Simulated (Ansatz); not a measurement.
Species: CH3F, SMILES `FC` (charge 0, multiplicity 1), formula CH3F.

**Question.** How many basis functions does Ansatz (a quantum-chemistry and plane-wave program) with frozen-core CCSD(T)/cc-pVTZ // B3LYP-D3(BJ)/def2-TZVP use, how many core orbitals are frozen, and how many electrons are correlated?

**Answer.** 102 basis functions and 2 frozen orbitals, which leaves 14 correlated electrons. Core time is of the order of seconds.
